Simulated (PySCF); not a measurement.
C₃H₅FOSi, SMILES F[Si@H]1C=CCO1. Coordinates come from a B3LYP-D3(BJ)/def2-SVP optimisation. The structure was generated by enumeration; whether it is a known compound was not checked. One conformer was computed; it need not be the lowest.

Computed equilibrium geometry at B3LYP-D3(BJ)/def2-SVP (PySCF confirms it by a frequency run) as bond lengths and angles (one conformer of several):
Atoms: F1 Si2 C3 C4 C5 O6 H7 H8 H9 H10 H11. Bonded distances (Å): F1–Si2 1.627, Si2–C3 1.854, Si2–O6 1.672, Si2–H7 1.478, C3–C4 1.346, C3–H8 1.092, C4–C5 1.510, C4–H9 1.097, C5–O6 1.416, C5–H10 1.107, C5–H11 1.106. Angles (°): F1–Si2–C3 113.2, F1–Si2–O6 111.0, F1–Si2–H7 104.7, C3–Si2–O6 94.7, C3–Si2–H7 121.0, O6–Si2–H7 112.1, Si2–C3–C4 106.0, Si2–C3–H8 131.6, C4–C3–H8 122.3, C3–C4–C5 116.8, C3–C4–H9 124.5, C5–C4–H9 118.7, C4–C5–O6 109.6, C4–C5–H10 110.4, C4–C5–H11 110.5, O6–C5–H10 110.2, O6–C5–H11 109.4, H10–C5–H11 106.6, Si2–O6–C5 112.7.
